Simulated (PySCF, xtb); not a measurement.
C3H5BF2O, SMILES CB(O)/C(F)=C\F.

xtb 6.7.1 with GFN2-xTB at its own geometry gives an orbital gap of 4.13 eV and a dipole moment of 2.47 D.

Geometry optimised at PBE0-D3(BJ)/def2-SVP. The structure was generated by enumeration; whether it is a known compound was not checked. Other conformers were not sampled.

### Question
What does B3LYP/def2-TZVP (PySCF) give? (The exact figures need the calculation; the answer reports its results.)

### Answer
gap 5.91 eV (levels -7.15 and -1.24 eV), dipole 1.75 D.
